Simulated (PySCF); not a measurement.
## Working out the ionisation energy of Ar⁺

Ar⁺ [Ne] 3s2 3p5 (2P) → Ar²⁺ [Ne] 3s2 3p4 (3P). Calculation: PySCF 2.14, in x2c-SVPall (4s3p1d, 18 functions); the spin-free X2C one-electron Hamiltonian (Gaussian nucleus). Frozen: [Ne]. Energies in hartree (1 hartree = 27.21139 eV):

```csv
part,Ar⁺ (lower),Ar²⁺ (upper)
UHF,-527.875894,-526.896448
CCSD correlation,-0.130689,-0.108997
(T),-0.000879,-0.000911
```

Question: What does Hartree-Fock give?

Answer: (-526.896448) − (-527.875894) = 0.979446 hartree = 26.652 eV.

Question: What do CCSD and CCSD(T) give?

Answer: The CCSD correlation energies differ by 0.021692 hartree = 0.590 eV and the triples by -0.000032 hartree = -0.001 eV, so CCSD gives 27.242 eV and CCSD(T) 27.241 eV.

Reference: 27.630 eV (measured; NIST Atomic Spectra Database, ionization energies), between the lowest levels; spin-orbit coupling is absent from the calculation.

A double-zeta basis recovers only part of the correlation energy.

What remains against the reference includes basis incompleteness, the frozen core and higher excitations.
